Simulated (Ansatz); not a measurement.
Geometry optimisation, RKS r2SCANh-D4/def2-SVP (Ansatz 0.2.0).

The input (input.yaml):

```yaml
crystal:
  periodic: [false, false, false]
  atoms:
    - { symbol: O, position_ang: [0.0982, 1.3158, 1.0206] }
    - { symbol: C, position_ang: [0.2161, 0.0436, 0.5551] }
    - { symbol: Si, position_ang: [-1.2138, -0.4212, -0.6107] }
    - { symbol: B, position_ang: [1.6746, -0.051, -0.2256] }
    - { symbol: F, position_ang: [1.8675, 0.7798, -1.3794] }
    - { symbol: H, position_ang: [-0.6618, 1.3488, 1.6997] }
    - { symbol: H, position_ang: [2.75785, 0.27726, 0.07058] }
    - { symbol: H, position_ang: [-2.4186, -0.3211, 0.1218] }
    - { symbol: H, position_ang: [-1.2051, 0.5169, -1.6996] }
    - { symbol: H, position_ang: [-0.9818, -1.7972, -1.0542] }
    - { symbol: H, position_ang: [2.4224, -0.8108, 0.1754] }
basis:
  gaussian: { orbitals: def2-SVP }
hamiltonian:
  xc: r2scanh
  dispersion: d4
relax:
  f_tol: 0.02
  max_steps: 50
```

Launched with:

```bash
$ ansatz run input.yaml --threads 2 --pin off --max-ram 3072MiB --backend cpu --events-out ev --progress --plain --runs-dir out
```

Task: Where does it end, and by what steps?

Result: The run converged. After 26 steps the energy has fallen by 6.271 eV; H11 moved furthest, 1.80 Å. Parted: B4–H11 (1.14 → 2.18 Å). Joined: C2–H11 (2.40 → 1.11 Å).

| step | energy less start (eV) | largest force component (eV/Å) | accepted |
| --- | --- | --- | --- |
| 0 | 0.0000 | 4.235 | yes |
| 1 | -2.0458 | 3.192 | yes |
| 2 | -3.3127 | 3.156 | yes |
| 3 | -4.0059 | 2.992 | yes |
| 4 | -4.4623 | 1.591 | yes |
| 5 | -4.7211 | 0.427 | yes |
| 6 | -4.8439 | 0.633 | yes |
| 7 | -4.9675 | 0.842 | yes |
| 8 | -5.1695 | 1.349 | yes |
| 9 | -5.4445 | 1.921 | yes |
| 10 | -5.6796 | 2.385 | yes |
| 11 | -5.9321 | 0.977 | yes |
| 12 | -6.0538 | 0.814 | yes |
| 13 | -6.0570 | 1.242 | yes |
| 14 | -6.1541 | 0.926 | yes |
| 15 | -6.2005 | 0.722 | yes |
| 16 | -6.2093 | 0.710 | yes |
| 17 | -6.2366 | 0.217 | yes |
| 18 | -6.2471 | 0.245 | yes |
| 19 | -6.2517 | 0.265 | yes |
| 20 | -6.2608 | 0.360 | yes |
| 21 | -6.2652 | 0.332 | yes |
| 22 | -6.2661 | 0.250 | yes |
| 23 | -6.2687 | 0.111 | yes |
| 24 | -6.2706 | 0.027 | yes |
| 25 | -6.2708 | 0.048 | yes |
| 26 | -6.2710 | 0.004 | yes |

```xyz
11
Properties=species:S:1:pos:R:3
O 0.319 1.041 1.365
C 0.584 0.001 0.436
Si -0.939 -0.254 -0.699
B 1.784 0.351 -0.488
F 2.260 -0.606 -1.279
H -0.452 0.796 1.888
H 2.279 1.449 -0.564
H -2.122 -0.389 0.202
H -1.139 0.943 -1.563
H -0.808 -1.473 -1.545
H 0.789 -0.979 0.919
```

Run time: 55 s on 2 threads of Intel(R) Xeon(R) 6975P-C (Granite Rapids) (shared host), peak memory 0.28 GiB.
